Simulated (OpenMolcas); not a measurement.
**Ar VII: from CASSCF to CASPT2**

* Program: OpenMolcas
* Basis: ANO-RCC-VQZP [6s5p3d2f1g]
* Scalar Hamiltonian: DKH2, point nucleus
* Active space: 2 electrons in 8 orbitals (3s 3p 4s 4p)
* State averaging: 2S+1 = 3 even, 3 roots; 2S+1 = 1 even, 6 roots; 2S+1 = 3 odd, 3 roots; 2S+1 = 1 odd, 3 roots
* Spin-orbit coupling: state interaction with AMFI integrals over the reference wave functions, term energies averaged over their components

Methods on the same reference wave functions:
A. CASSCF
B. SS-CASPT2, IPEA 0.25 Eh, imaginary shift 0.1 Eh (closed shells correlated: 2s 2p)

Energies in cm⁻¹ above 3s² ¹S₀, the measured ground level; measured values from Saloman, J. Phys. Chem. Ref. Data 39, 033101 (2010).

```tsv
Level	A	B	Measured
3s² ¹S₀	0.0	0.0	0.0
3s 3p ³P°₀	113273	112904	113101
3s 3p ³P°₁	114016	113644	113906
3s 3p ³P°₂	115548	115179	115590
3s 3p ¹P°₁	186927	173969	170722
```

Deviations, from unrounded energies. A percentage is the sum of absolute deviations over the sum of measured energies, with the sign that they share, or ± where signs differ.

| Against measurement | Levels | A | B |
| --- | --- | --- | --- |
| mean absolute deviation (cm-1) | 4 | 4100 | 1000 |
| other configurations (%) | 4 | ±3.2 | ±0.8 |

B lies closest to measurement on these levels. The largest miss of B in the table is 3s 3p ¹P°₁, by +3200 cm-1. The ranking rests on the paired levels alone, and a cruder setting can come out closer through cancelling errors.

The lowest spin-free term lies below A's lowest term by 0.069 hartree in B.

Over all roots computed the reference weight is 0.93 to 1.00 in B; the roots of lowest weight are the least certain, and an intruder state may touch them. Active for correlation alone: 4p 4s; no level in the range computed is led by a configuration that fills them, so any true level of that kind is missing. Computed and measured levels are paired by configuration, term and J; levels that our copy of the source lacks, or whose pairing is in doubt (as where it misses far off the trend of its configuration), stay unpaired and out of the deviations. Only configurations of the active space appear. Levels that lie high or do not pair safely by name in every column are left out.

° marks odd parity.
